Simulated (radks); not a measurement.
Q: Species: Lu XXIV. Configuration: [Kr] 4d10 4f2. Method: non-relativistic Kohn-Sham, Tao-Mo meta-GGA, spin-polarised, spherical densities, point nucleus; open shells are filled with parallel spins first (spin-orbit coupling, left out, can overturn this in heavy ions); meta-GGA in the generalised Kohn-Sham scheme; relativity is left out, which matters for an element this heavy; computed with a radial shooting solver on a logarithmic mesh with Libxc functionals. Some entries of the table are withheld. Estimate them.

| orbital | occ. | eigenvalue (eV) | <1/r> (bohr^-1) |
|---|---|---|---|
| 1s down | 1 | -59196.31 | 70.48 |
| 1s up | 1 | -59196.30 | 70.48 |
| 2s up | 1 | -10220.27 | 16.48 |
| 2s down | 1 | -10220.20 | 16.48 |
| 2p up | 3 | -9799.430 | 16.50 |
| 2p down | 3 | -9799.387 | 16.50 |
| 3s up | 1 | -2847.110 | 6.328 |
| 3s down | 1 | -2844.983 | 6.333 |
| 3p up | 3 | -2656.362 | 6.269 |
| 3p down | 3 | -2654.398 | 6.274 |
| 3d up | 5 | -2303.675 | 6.176 |
| 3d down | 5 | -2302.183 | 6.180 |
| 4s up | 1 | (1) | 2.881 |
| 4s down | 1 | (2) | 2.877 |
| 4p up | 3 | -981.4870 | 2.809 |
| 4p down | 3 | -978.5591 | 2.805 |
| 4d up | 5 | -836.6690 | 2.669 |
| 4d down | 5 | -833.4471 | 2.665 |
| 4f up | 2 | (3) | 2.441 |
| 4f down | 0 | (4) | 2.438 |

A: 
(1) 4s up eigenvalue (eV): -1062.029
(2) 4s down eigenvalue (eV): -1059.232
(3) 4f up eigenvalue (eV): -652.5058
(4) 4f down eigenvalue (eV): -648.7028
